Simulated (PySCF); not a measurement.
Isomers of C5H5O2P, mass 128.003 u with the commonest isotopes. Level of theory: B3LYP/def2-SVPD in PySCF (dipole) on a GFN2-xTB geometry, gas phase. One conformer each, none proved a minimum here; rigid rotors.

Question: Order these by rotational constant A, largest first.
A. `[CH3:1][c:2]1[cH:3][p:4][c:5]([CH:6]=[O:7])[o:8]1` with P4–C5–C6–O7 0°
B. `[CH3:1][c:2]1[o:3][cH:4][p:5][c:6]1[CH:7]=[O:8]` with P5–C6–C7–O8 180°
C. `[CH3:1][C:2](=[O:3])[c:4]1[cH:5][p:6][cH:7][o:8]1` with C1–C2–C4–C5 180°

Answer: C (4374 MHz), A (3758 MHz), B (2796 MHz).

Question: Order these by rotational constant B, largest first.
A. `[CH3:1][c:2]1[cH:3][p:4][c:5]([CH:6]=[O:7])[o:8]1` with P4–C5–C6–O7 0°
B. `[CH3:1][C:2](=[O:3])[c:4]1[cH:5][p:6][cH:7][o:8]1` with C1–C2–C4–C5 180°
C. `[CH3:1][c:2]1[o:3][cH:4][p:5][c:6]1[CH:7]=[O:8]` with P5–C6–C7–O8 180°

Answer: C (1681 MHz), A (1287 MHz), B (1197 MHz).

Question: Order these by radius of gyration √(Σ m r²/M), smallest first.
A. `[CH3:1][c:2]1[o:3][cH:4][p:5][c:6]1[CH:7]=[O:8]` with P5–C6–C7–O8 180°
B. `[CH3:1][C:2](=[O:3])[c:4]1[cH:5][p:6][cH:7][o:8]1` with C1–C2–C4–C5 180°
C. `[CH3:1][c:2]1[cH:3][p:4][c:5]([CH:6]=[O:7])[o:8]1` with P4–C5–C6–O7 0°

Answer: A (1.936 Å), C (2.026 Å), B (2.047 Å).

```
       SMILES  point group  Ia (u·Å²)  Ib (u·Å²)  Ic (u·Å²)      κ  μa (D)  μb (D)  μc (D)
Cc1cpc(C=O)o1           Cs     134.48     392.56     523.93  -0.77    5.24    0.69    0.00
  Cc1ocpc1C=O           Cs     180.74     300.62     478.29  -0.28    2.09    1.34    0.00
CC(=O)c1cpco1           Cs     115.53     422.35     534.76  -0.85    1.04    2.64    0.00
```
